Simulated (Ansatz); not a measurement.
A nudged elastic band was laid between two geometries of ClF2H2NTi + H2 (9 atoms, charge 0, multiplicity 1).

The calculation used Ansatz, RKS r2SCANh/def2-SVP.

* movable images: 5
* climbing image: yes
* spring: 5.0 eV/Å²
* optimiser: quadratic models (default)
* start path: through a guess of the saddle point
* force threshold: 0.05 eV/Å
* iteration limit: 60
* end points: relaxed

First end point:

```xyz
9
Properties=species:S:1:pos:R:3
Ti 0.295 0.000 0.082
Cl 0.536 0.000 2.281
N 1.951 0.000 -0.710
H 2.482 -0.839 -0.933
H 2.483 0.839 -0.931
F -0.476 1.471 -0.427
F -0.476 -1.471 -0.428
H -2.780 0.001 0.880
H -2.403 -0.001 1.537
```

Last end point:

```xyz
9
Properties=species:S:1:pos:R:3
Ti -0.400 -0.058 -0.664
Cl 0.146 1.084 2.586
N 1.376 -0.279 -0.266
H 1.982 -1.032 -0.584
H 1.874 0.359 0.355
F -0.893 1.607 -0.754
F -0.839 -1.075 -1.999
H -1.148 -0.728 0.719
H -0.488 0.121 1.959
```

Problem. Which bonds break or form, and what moves?

Solution. Bonds broken: Ti1–Cl2, H8–H9. Bonds formed: Ti1–H8, Cl2–H9. ClF2H2NTi + H2 becomes ClH + F2H3NTi.

Problem. Give the energies along the band, and the barrier.

Solution. The forces met the threshold. The highest image is number 5 of 0 to 6, 1.62 eV above the first end and 0.02 eV above the last; the last end lies 1.60 eV above the first. A vibrational analysis at the climbing image gives one clearly imaginary mode, 89i cm⁻¹: a first-order saddle point. The orbitals stay closed-shell, which can raise the energy where a bond breaks towards radicals; this wasn't checked here.

```
image  path coordinate (Å)  energy (eV)  Ti1–Cl2 (Å)  H8–H9 (Å)  Ti1–H8 (Å)
    0                 0.00         0.00         2.21       0.76        3.18
    1                 1.55         0.01         2.21       0.76        3.68
    2                 3.09         0.02         2.21       0.76        3.92
    3                 4.64         0.04         2.21       0.76        3.39
    4                 6.18         0.42         2.28       0.77        2.28
    5                 7.72         1.62         2.97       1.30        1.75
    6                 8.36         1.60         3.49       1.64        1.71
```

Problem. What is the geometry of the highest image?

Solution. 
```xyz
9
Properties=species:S:1:pos:R:3:forces:R:3
Ti -0.368 0.004 -0.434 0.00 0.00 0.01
Cl 0.017 1.100 2.302 0.00 -0.01 0.00
N 1.442 -0.261 -0.270 0.00 -0.01 -0.01
H 1.971 -0.951 -0.799 0.01 0.00 0.00
H 2.052 0.330 0.291 0.00 0.00 0.00
F -0.924 1.632 -0.705 0.00 0.00 0.00
F -0.840 -1.021 -1.746 0.00 0.00 0.00
H -1.112 -0.823 0.911 0.00 -0.01 0.00
H -0.628 -0.009 1.803 0.01 0.01 0.00
```

The run took 9.6 min on 4 threads of Intel(R) Xeon(R) Platinum 8259CL CPU @ 2.50GHz (Skylake/Cascade Lake) (shared host), peak memory 0.36 GiB.
